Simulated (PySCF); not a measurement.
**Dipole response of Se (selenium, neutral)**

[Ar] 3d10 4s2 4p3 5s1, high-spin 5S determinant (an excited configuration). All numbers are calculated (PySCF 2.14, no relativity, point nucleus, in dyall-av2z (16s12p8d, 92 functions)). Coupled (time-dependent) response in atomic units; α is the mean over directions. A double-zeta set is small for polarisabilities.

```csv
method,mean α (bohr³),C₆ (like pair),S(−4)
PW91,282.6,3071,125800
```

S(−4) is the Cauchy moment in α(ω) = α(0) + S(−4) ω² + …

α(iu) at PW91:

```json
{"u (hartree)": "0", "α(iu) (bohr³)": "282.6"}
{"u (hartree)": "0.0500", "α(iu) (bohr³)": "137.7"}
{"u (hartree)": "0.100", "α(iu) (bohr³)": "60.97"}
{"u (hartree)": "0.200", "α(iu) (bohr³)": "26.16"}
{"u (hartree)": "0.300", "α(iu) (bohr³)": "17.22"}
{"u (hartree)": "0.500", "α(iu) (bohr³)": "10.19"}
{"u (hartree)": "0.750", "α(iu) (bohr³)": "6.201"}
{"u (hartree)": "1.00", "α(iu) (bohr³)": "4.110"}
{"u (hartree)": "1.50", "α(iu) (bohr³)": "2.150"}
{"u (hartree)": "2.00", "α(iu) (bohr³)": "1.314"}
{"u (hartree)": "3.00", "α(iu) (bohr³)": "0.6420"}
{"u (hartree)": "5.00", "α(iu) (bohr³)": "0.2596"}
```

A single London oscillator, α(iu) = α/(1 + u²/ω²), gives C₆ = (3/4) ω α². Matching the computed C₆ needs ω = 4 × 3071 / (3 × 282.6²) = 0.0513 hartree.

The outer electron is Rydberg-like, and this basis confines it to a smaller radius and binds it less than a complete one would.
